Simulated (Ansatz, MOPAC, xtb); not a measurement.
Diatomic NiO, closed-shell singlet (not the ground state: that is measured with 2S+1 = 3). No spin–orbit coupling. Ni is treated without relativity. The T1 diagnostic near the minimum is 0.102, so single-reference values are doubtful.

Seven points along R, fitted to fifth degree in 1/R; most abundant isotopes. In def2 and cc sets the state is the lowest found near the PBE0 minimum, followed along R. The singlet is held restricted.

The values were computed with Ansatz (Gaussian orbitals); MOPAC for PM7 (differences of heats of formation); xtb for the GFN methods. Values without a source in brackets are computed.

| level | r_e (Å) | ω_e (cm⁻¹) | α_e (cm⁻¹) | ω_e x_e (cm⁻¹) | dipole (D) |
|---|---|---|---|---|---|
| PM7 | 1.590 | 642 | 0.0019 | 0.76 | - |
| GFN2-xTB | 1.623 | 809 | 0.0033 | 3.0 | - |
| SVWN5/def2-TZVPP | 1.600 | 895 | 0.0041 | 5.2 | 3.56 |
| PBE/def2-TZVPP | 1.630 | 838 | 0.0041 | 5.0 | 3.68 |
| r2SCAN/def2-TZVPP | 1.614 | 879 | 0.0040 | 5.1 | 3.98 |
| B97M-V/def2-TZVPP | 1.620 | 866 | 0.0040 | 5.0 | 4.03 |
| B3LYP/def2-TZVPP | 1.624 | 863 | 0.0039 | 4.8 | 4.38 |
| PBE0/def2-TZVPP | 1.612 | 888 | 0.0038 | 4.8 | 4.59 |
| BHLYP/def2-TZVPP | 1.605 | 923 | 0.0034 | 5.8 | 5.99 |
| CAM-B3LYP/def2-TZVPP | 1.609 | 908 | 0.0037 | 4.6 | 4.66 |
| wB97X-V/def2-TZVPP | 1.609 | 913 | 0.0036 | 4.4 | 4.84 |
| wB97M-V/def2-TZVPP | 1.611 | 904 | 0.0036 | 4.4 | 4.89 |

The state that PM7 reach isn't checked; PM7 holds dispersion and hydrogen-bond terms.

Ansatz is an electronic-structure program.
